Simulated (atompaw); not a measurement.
Building the PAW (atompaw) potential for neodymium (LDA (PW92), scalar-relativistic).

Input for atompaw 4.2.0.5:

```
Nd 60
LDA-PW scalarrelativistic loggrid 2001 logderivrange -5 5 251
6 6 5 4 0 0
6 1 0
5 2 1
4 3 3
0 0 0
c
c
c
c
v
v
c
c
c
v
v
c
c
v
c
2
2.75 2.45 2.40 2.40
n
n
y
3.15
n
custom rrkj vanderbiltortho besselshape
bessel
1.90
2.75
2.10
2.50
2.65
2.65
PWSCFOUT
UPFDX 0.0125d0 UPFXMIN -7.d0 UPFZMESH 60.d0
END
```

Command:

```bash
atompaw < Nd.input > Nd.log
```

Resulting log (summary file):

```
Completed calculations for Nd (AE)

 Exchange-correlation type: LDA, Perdew-Wang correlation

 Radial integration grid is logarithmic
 r0 =   1.1230283E-04 h =   6.7381698E-03   n =      2001 rmax =   8.0000000E+01

 Scalar relativistic calculation

 AEatom converged in  43 iterations
   nz     =  60.00
   delta  =       6.238248007155E-16

 All Electron Orbital energies:
  n  l      occupancy      energy
  1  0      2.0000000E+00 -3.1873741E+03
  2  0      2.0000000E+00 -5.1602360E+02
  3  0      2.0000000E+00 -1.1235717E+02
  4  0      2.0000000E+00 -2.2711022E+01
  5  0      2.0000000E+00 -3.2217152E+00
  6  0      2.0000000E+00 -2.9466590E-01
  2  1      6.0000000E+00 -4.6155454E+02
  3  1      6.0000000E+00 -9.5179013E+01
  4  1      6.0000000E+00 -1.7069137E+01
  5  1      6.0000000E+00 -1.8196212E+00
  6  1      0.0000000E+00 -1.0312004E-01
  3  2      1.0000000E+01 -7.1284989E+01
  4  2      1.0000000E+01 -9.0434576E+00
  5  2      1.0000000E+00 -2.2487607E-01
  4  3      3.0000000E+00 -5.2367239E-01

 Total energy
   Total                    :   -19234.05579187490002

 ---
 Completed calculations for Nd (SC)

 Exchange-correlation type: LDA, Perdew-Wang correlation

 Radial integration grid is logarithmic
 r0 =   1.1230283E-04 h =   6.7381698E-03   n =      2001 rmax =   8.0000000E+01

 Scalar relativistic calculation

 SCatom converged in   4 iterations
   nz     =  60.00
   delta  =       6.303455301132E-17

 Valence Electron Orbital energies:
  n  l      occupancy      energy
   5  0      2.0000000E+00 -3.2217152E+00
   6  0      2.0000000E+00 -2.9466590E-01
   5  1      6.0000000E+00 -1.8196212E+00
   6  1      0.0000000E+00 -1.0312005E-01
   5  2      1.0000000E+00 -2.2487607E-01

 Total energy
   Total                    :   -19234.05579186426621
   Valence                  :     -485.08854013187340

 PAW parameters:
       lmax =            2
         rc =    2.7535813409735836
        irc =         1501
   rc_shape =    2.4555445130833626
    rc_vloc =    2.4064029749253479
    rc_core =    2.4064029749253479
   Vloc: truncated form - Vps(r)=A.sin(qr)/r for r<rc
   Projector type: RRKJ pseudization + Vanderbilt ortho.
   Bessel compensation charge shape zeroed at   2.4555E+00

 Number of basis functions     6
 No.   n  nodes  l      Energy         Cp coeff         Occ
  1    5    4    0   -0.3221715E+01  0.2300487E+00  0.2000000E+01
  2    6    5    0   -0.2946659E+00 -0.3906057E+01  0.2000000E+01
  3    5    3    1   -0.1819621E+01 -0.1925606E+01  0.6000000E+01
  4    6    4    1   -0.1031200E+00 -0.1780361E+02  0.0000000E+00
  5    5    2    2   -0.2248761E+00  0.2145363E+01  0.1000000E+01
  6  999    3    2    0.3150000E+01  0.2213731E+01  0.0000000E+00

 Eigenvalues of overlap operator (in the basis of projectors):
    1        3.69391089E-02
    2        2.03990525E-01
    3        2.13149622E+00
    4        7.47104130E+00
    5        1.30577040E+01
    6        5.38477189E+01

 Orbital leakage outside PAW augmentation regions
   orb  is_core?  %out_of_sphere
   1 0    T           0.00
   2 0    T           0.00
   3 0    T           0.00
   4 0    T           0.00
   5 0    F           1.34
   6 0    F          86.10
   2 1    T           0.00
   3 1    T           0.00
   4 1    T           0.00
   5 1    F           5.27
   6 1    F          95.79
   3 2    T           0.00
   4 2    T           0.00
   5 2    F          45.44
   4 3    T           1.46

 Summary of PAW energies
   Total valence energy     :   -485.08853943143646
   Smooth energy            :     53.44886583774720
   One center               :   -538.53740526918364
   Smooth kinetic           :     27.10470825995274
   Vloc energy              :     29.69718985509829
   Smooth exch-corr         :    -15.52536231267306
   One-center xc            :   -414.24123796038998
```

The run took about 13 s on one core of a shared server CPU.
